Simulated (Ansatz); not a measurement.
Input for Ansatz (an electronic-structure program): R-CCSD(T)/cc-pVDZ on C3H6O2 (SMILES COC(C)=O), a point of a torsion scan.

Ansatz 0.2 input:
```yaml
crystal:
  periodic: [false, false, false]
  atoms:
    - {symbol: C, position_ang: [1.60798692, 0.91454061, 0.39181840]}
    - {symbol: O, position_ang: [0.41039575, 0.21305464, 0.69657778]}
    - {symbol: C, position_ang: [-0.40638277, -0.09830020, -0.33186885]}
    - {symbol: C, position_ang: [-1.84379377, -0.10928422, 0.11291351]}
    - {symbol: O, position_ang: [-0.01327732, -0.45761380, -1.40751411]}
    - {symbol: H, position_ang: [1.40927498, 1.98834380, 0.41608665]}
    - {symbol: H, position_ang: [2.33944083, 0.65611305, 1.15514572]}
    - {symbol: H, position_ang: [1.97971530, 0.62546615, -0.59366472]}
    - {symbol: H, position_ang: [-2.43629180, -0.72748959, -0.55422707]}
    - {symbol: H, position_ang: [-2.22159181, 0.91142239, 0.08449721]}
    - {symbol: H, position_ang: [-1.90841723, -0.46914591, 1.13557022]}
basis:
  gaussian:
    orbitals: cc-pVDZ
magnetization: {spin_polarized: false}
correlation: {method: ccsd_t, electrons: outside_noble_gas}
scf: {lower_state_search: off}
```

The log:

```
WARN ansatz: RAYON_NUM_THREADS=1 ignored (pool sized by the plan → 1); use --threads N
Functional definition: HF
these checks for a lower state are left out or cut short: stability, starts, cluster_reference, orbital_swaps, neighbouring_geometries, increment
integrals: 0.12 GiB planned
905 factors; integrals over basis functions are off by at most 1.1e-3 eV
mean field: 0.25 GiB planned
mean field evaluation 1: about -7257.4612 eV, gradient 4.1e1 eV
mean field evaluation 2: about -7257.6552 eV, gradient 4.1e1 eV
mean field evaluation 4: about -7261.2293 eV, gradient 4.7e0 eV
mean field evaluation 8: about -7261.3087 eV, gradient 4.7e-1 eV
mean field evaluation 16: about -7261.3104 eV, gradient 9.8e-7 eV
mean field -7261.31044305 eV, -266.8482368891 hartree, gradient 9.8e-7 eV, S^2 0.000000; 0 other end points of the search recorded, 0 dependent functions left out
5 core orbitals not correlated
reference -7261.31044305 eV, -266.8482368891 hartree; 15, 15 occupied and 80, 80 virtual orbitals, 905 factors
second order -21.12914663 eV of doubles, -0.00000000 eV of singles
coupled cluster: 0.42 GiB planned
cycle   1  -21.49363737 eV  change   -3.6e-1 eV  update   1.1e-1
cycle   2  -22.07764100 eV  change   -5.8e-1 eV  update   3.4e-2
cycle   3  -22.23865924 eV  change   -1.6e-1 eV  update   1.9e-2
cycle   4  -22.22940360 eV  change    9.3e-3 eV  update   4.4e-3
cycle   5  -22.22889798 eV  change    5.1e-4 eV  update   1.8e-3
cycle   6  -22.22922733 eV  change   -3.3e-4 eV  update   5.5e-4
cycle   7  -22.22880082 eV  change    4.3e-4 eV  update   2.3e-4
cycle   8  -22.22876278 eV  change    3.8e-5 eV  update   8.5e-5
cycle   9  -22.22881568 eV  change   -5.3e-5 eV  update   3.3e-5
cycle  10  -22.22880042 eV  change    1.5e-5 eV  update   1.3e-5
perturbative correction -0.67500815 eV, -0.0248060918 hartree
Total energy: -7284.21425161 eV, -267.6899363290 hartree
Checks for a lower state left out: stability, starts, cluster_reference, orbital_swaps, neighbouring_geometries, increment
```

Self-consistency was reached.

Cost: very roughly 9 core-seconds.
